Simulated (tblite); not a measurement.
Compound: C7H11FGe.
SMILES with atom numbers: `[CH2:1]=[CH:2][C:3](=[CH2:4])[C:5](=[CH2:6])[GeH2:7][CH2:8][F:9]` (hydrogens: H10, H11 on C1; H12 on C2; H13, H14 on C4; H15, H16 on C6; H17, H18 on Ge7; H19, H20 on C8)

Computed with GFN2-xTB (tblite), gas phase: L-BFGS steps from a force-field or distance-geometry start until the largest atomic force falls under 0.01 eV/Å.

The end geometry, which sets the zero of energy:
```
atom  x, y, z in Å
C1     -0.8804    2.2141    1.0605
C2     -1.5338    1.0598    1.0257
C3     -1.1777   -0.0907    0.2002
C4     -1.6779   -1.3001    0.4696
C5     -0.2459    0.0877   -0.9260
C6     -0.4007    1.0518   -1.8269
Ge7     1.2886   -1.1368   -1.0237
C8      2.2820   -1.0782    0.7023
F9      2.7582    0.2034    0.8855
H10    -0.0105    2.3984    0.4527
H11    -1.1876    3.0135    1.7134
H12    -2.3830    0.9016    1.6794
H13    -2.3753   -1.4591    1.2750
H14    -1.4239   -2.1614   -0.1282
H15    -1.2261    1.7468   -1.7898
H16     0.2868    1.1622   -2.6514
H17     2.2030   -0.7131   -2.1416
H18     0.9090   -2.5772   -1.2602
H19     3.1478   -1.7438    0.7213
H20     1.6422   -1.3040    1.5592
```

Problem. These geometries come from the run, each turned onto the end geometry. Order them by energy, lowest first.
A.
```
atom  x, y, z in Å
C1     -0.9324    2.2989    0.9819
C2     -1.5212    1.1102    1.0097
C3     -1.1109   -0.0572    0.2343
C4     -1.5145   -1.2807    0.5899
C5     -0.2300    0.1148   -0.9320
C6     -0.4418    1.0504   -1.8518
Ge7     1.3140   -1.0953   -1.0703
C8      2.1851   -1.2294    0.7157
F9      2.5529    0.0391    1.1144
H10    -0.0820    2.5018    0.3529
H11    -1.2711    3.1083    1.6062
H12    -2.3493    0.9359    1.6862
H13    -2.1760   -1.4421    1.4247
H14    -1.2125   -2.1561    0.0350
H15    -1.2791    1.7298   -1.8009
H16     0.2098    1.1512   -2.7062
H17     2.2904   -0.5558   -2.0798
H18     0.9628   -2.4985   -1.5018
H19     3.0939   -1.8350    0.7084
H20     1.5064   -1.6154    1.4804
```
B.
```
atom  x, y, z in Å
C1     -0.9208    2.3078    0.9809
C2     -1.5400    1.1345    0.9905
C3     -1.1188   -0.0453    0.2401
C4     -1.5149   -1.2657    0.6112
C5     -0.2393    0.1159   -0.9276
C6     -0.4815    1.0209   -1.8701
Ge7     1.3313   -1.0615   -1.0587
C8      2.2001   -1.2657    0.7200
F9      2.5560   -0.0177    1.1858
H10    -0.0452    2.4881    0.3796
H11    -1.2587    3.1278    1.5920
H12    -2.3975    0.9806    1.6344
H13    -2.1781   -1.4184    1.4458
H14    -1.1988   -2.1457    0.0716
H15    -1.3342    1.6811   -1.8267
H16     0.1596    1.1183   -2.7324
H17     2.3094   -0.4629   -2.0314
H18     1.0144   -2.4541   -1.5483
H19     3.1163   -1.8579    0.6730
H20     1.5356   -1.7050    1.4672
```
C.
```
atom  x, y, z in Å
C1     -0.9229    2.3167    1.0043
C2     -1.5378    1.1402    1.0035
C3     -1.1067   -0.0411    0.2604
C4     -1.5233   -1.2572    0.6230
C5     -0.2286    0.1222   -0.9100
C6     -0.4789    0.9970   -1.8779
Ge7     1.3477   -1.0466   -1.0647
C8      2.2125   -1.2738    0.7107
F9      2.5476   -0.0186    1.1754
H10    -0.0309    2.4981    0.4265
H11    -1.2829    3.1409    1.5979
H12    -2.4092    0.9769    1.6264
H13    -2.2008   -1.4051    1.4483
H14    -1.2171   -2.1413    0.0844
H15    -1.3435    1.6430   -1.8746
H16     0.1770    1.0626   -2.7329
H17     2.3298   -0.4462   -2.0339
H18     1.0008   -2.4189   -1.5867
H19     3.1332   -1.8595    0.6780
H20     1.5287   -1.7143    1.4389
```
D.
```
atom  x, y, z in Å
C1     -0.9232    2.3115    1.0110
C2     -1.5666    1.1443    1.0167
C3     -1.0840   -0.0443    0.2620
C4     -1.5262   -1.2460    0.6085
C5     -0.1818    0.0936   -0.8961
C6     -0.4528    0.9549   -1.8891
Ge7     1.3707   -1.0395   -1.0580
C8      2.2061   -1.2309    0.6979
F9      2.5479    0.0079    1.1811
H10    -0.0359    2.4705    0.4367
H11    -1.3118    3.1329    1.6070
H12    -2.4320    1.0340    1.6715
H13    -2.1989   -1.3814    1.4697
H14    -1.2220   -2.1403    0.0685
H15    -1.3325    1.5923   -1.8521
H16     0.2058    1.0381   -2.7311
H17     2.3907   -0.4049   -2.0311
H18     0.9402   -2.4407   -1.5816
H19     3.1104   -1.8586    0.6088
H20     1.4908   -1.7186    1.3967
```
E.
```
atom  x, y, z in Å
C1     -0.9302    2.3137    1.0086
C2     -1.5382    1.1390    1.0142
C3     -1.1110   -0.0379    0.2620
C4     -1.5208   -1.2527    0.6231
C5     -0.2137    0.1160   -0.8939
C6     -0.4622    0.9768   -1.8746
Ge7     1.3556   -1.0454   -1.0875
C8      2.2024   -1.2626    0.6868
F9      2.5458   -0.0238    1.1816
H10    -0.0373    2.4836    0.4371
H11    -1.2943    3.1368    1.5998
H12    -2.4119    0.9988    1.6341
H13    -2.1969   -1.3944    1.4487
H14    -1.2247   -2.1356    0.0807
H15    -1.3340    1.6103   -1.8673
H16     0.1909    1.0453   -2.7315
H17     2.3554   -0.4322   -2.0216
H18     0.9768   -2.4101   -1.5759
H19     3.1243   -1.8478    0.6544
H20     1.5185   -1.7028    1.4184
```

Solution. A (0.004 eV), B (0.007 eV), C (0.016 eV), E (0.037 eV), D (0.185 eV).

In the order of the answer:

```
step  E above end (eV)  largest force (eV/Å)  rms force component (eV/Å)  rms distance from end (Å)  rms bond change (Å)  bond most changed (Å)
  66             0.004                  0.01                       0.003                      0.183                0.001         Ge7–H18 +0.001
  27             0.007                  0.03                       0.010                      0.220                0.001          Ge7–C8 -0.002
  10             0.016                  0.12                       0.032                      0.229                0.001          Ge7–C8 -0.005
   5             0.037                  0.26                       0.085                      0.232                0.005          Ge7–C8 -0.014
   0             0.185                  1.25                       0.404                      0.237                0.022         Ge7–H18 +0.048
```

The cost below is that of the whole relaxation. Hardware: Intel Xeon at 2.50 GHz, one thread, shared host with 64 logical CPUs at a one-minute load of 34. Cost: 1.9 s wall.
